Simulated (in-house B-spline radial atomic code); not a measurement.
Binding energies in Fe²⁺

NIST's tabulated ground configuration is [Ar] 3d6; each binding energy is the energy of the ion with one electron taken from that subshell, relaxed, less that of the parent. All numbers are computed (Dirac-Kohn-Sham LDA VWN5, spherical fractional occupations; Fermi nucleus of rms radius 3.7377 fm) with an all-electron radial atomic-structure program (B-spline basis), not measured. Energies include first-order Breit, QED and recoil terms.

```tsv
subshell	X-ray name	binding energy (eV)	-ε (eV)	relaxation (eV)
1s	K	7146.6	7000.5	-156.0
2s	L1	860.4	835.9	-25.3
2p1/2	L2	754	724.4	-30.4
2p3/2	L3	741.4	712.0	-29.9
3s	M1	121.7	112.0	-9.8
3p1/2	M2	89.01	79.51	-9.58
3p3/2	M3	87.45	77.96	-9.53
3d	M4,5	34.55	26.04	-8.50
```

Relaxation = -ε minus the binding energy without Breit, QED and recoil terms. With a density functional, K lines can miss by some tenths of a per cent, more in light atoms. For a density functional the relaxation so defined is negative, because -ε of a Kohn-Sham level is smaller than the binding energy.

Emission lines follow as differences of binding energies, with λ = 12398.42 eV·Å / E:

```tsv
line	holes	energy (eV)	wavelength (Å)
K-L3	1s → 2p3/2	6405.2	1.9357
K-L2	1s → 2p1/2	6392.6	1.9395
K-M3	1s → 3p3/2	7059.2	1.7564
L1-M3	2s → 3p3/2	772.9	16.04
L3-M1	2p3/2 → 3s	619.7	20.007
```

(1) What screening constant σ does Moseley's law, E = (3/4)·13.6057 eV·(Z - σ)², need for K-L3?

(2) What does it cost to remove both a 2p3/2 and a 2p1/2 electron?

(3) What does it cost to remove both a 2p1/2 and a 3d electron?

(4) What does it cost to remove both a 2p1/2 and a 3p1/2 electron?

## Answers

(1) σ = 0.95.

(2) 1558.8 eV, which is 63.42 eV more than the two single binding energies together.

(3) 810.74 eV, which is 22.16 eV more than the two single binding energies together.

(4) 867.16 eV, which is 24.13 eV more than the two single binding energies together.
